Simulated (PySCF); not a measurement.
**From HF to CCSD(T): MI along group 14**

HF and CCSD(T) in PySCF with def2-TZVPP on every atom (core potentials on I, Pb), for the lowest determinant that a PBE0 search found; no spin–orbit coupling.

```tsv
molecule	state (unpaired electrons)	HF Re (Å)	HF ωe (cm⁻¹)	HF De (eV)	CCSD(T) Re (Å)	CCSD(T) ωe (cm⁻¹)	CCSD(T) De (eV)
CI	doublet (π ↑)	2.056	616	1.02	2.027	642	2.83
SiI	doublet (π ↑)	2.478	349	1.99	2.448	361	3.10
GeI	doublet (π ↑)	2.566	234	1.86	?	?	?
PbI	doublet (π ↑)	2.850	157	1.78	2.807	166	2.83
```

(1) Estimate the CCSD(T) values of GeI by adding the mean shift from HF to CCSD(T) of the other rows, and compare with the calculation.

(2) What are the mean differences of HF from CCSD(T) over the whole series?

In a basis of this size CCSD(T) is itself not converged; it tends to give bonds that are too long and too weak.

Correlated steps freeze the inner cores (5 to 13 orbitals); shallow outer-core shells are correlated. These are scalar-relativistic numbers at best; spin–orbit coupling would shift them, the dissociation energy most. States were picked by a PBE0 search and need not be the measured ground states.

Results:

(1) The mean shifts are -3.4 pm, +16 cm⁻¹ and +1.32 eV, which give 2.532 Å, 250 cm⁻¹ and 3.18 eV. CCSD(T)/def2-TZVPP gives Re = 2.524 Å, ωe = 246 cm⁻¹, De = 2.98 eV.

(2) Re +3.6 pm, ωe -15 cm⁻¹, De -1.27 eV.
